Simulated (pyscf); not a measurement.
**`[NH]=[Nb]([Cl])([Cl])[Cl]`, singlet**

Gas-phase minimum from PySCF at ωB97X-D3(BJ)/def2-SVP, one conformer. 

```xyz
6

N      0.7673     0.8629    -0.3332
Nb     0.8490    -0.6443     0.4745
Cl     1.2684    -0.2006     2.6790
Cl    -1.1751    -1.6701     0.1844
Cl     2.5494    -1.8302    -0.4925
H      0.7178     1.7585    -0.8131
```
Charge 0, spin multiplicity 1.

Bond lengths (Å): N1–Nb2 1.712, N1–H6 1.017, Nb2–Cl3 2.288, Nb2–Cl4 2.288, Nb2–Cl5 2.288. Bond angles (°): Nb2–N1–H6 179.9, N1–Nb2–Cl3 107.0, N1–Nb2–Cl4 107.0, N1–Nb2–Cl5 107.0, Cl3–Nb2–Cl4 111.8, Cl3–Nb2–Cl5 111.8, Cl4–Nb2–Cl5 111.8.

Properties at ωB97X-D3(BJ)/def2-SVP:

```
Property                                                                                                                                                                          Result
---------------------------------------------------------------------------------------------------------------------  -----------------------------------------------------------------
Harmonic wavenumbers, unscaled                                                                                         102, 102, 134, 212, 212, 399, 448, 448, 594, 594, 1085, 3666 cm⁻¹
Zero-point energy                                                                                                                                                          11.4 kcal/mol
Rotational symmetry number                                                                                                                                                             3
Entropy of this conformer at 298 K and 1 atm, rigid rotor and harmonic oscillator, modes under 100 cm⁻¹ raised to 100                                                    362.1 J/(mol K)
Dipole moment                                                                                                                                                                     1.88 D
```

Single-point totals, which compare only within one level:

```tsv
level	total energy (hartree)
ωB97X-D3(BJ)/def2-TZVP	-1493.29237
PBE/def2-TZVP	-1492.64683
r²SCAN/def2-TZVP	-1493.16062
B3LYP-D3(BJ)/def2-TZVP	-1493.31711
PBE0-D3(BJ)/def2-TZVP	-1492.71548
M06-2X/def2-TZVP	-1493.05548
ωB97M-D3(BJ)/def2-TZVP	-1493.35160
```

Elements past Kr carry the def2 core potentials, without spin-orbit coupling.
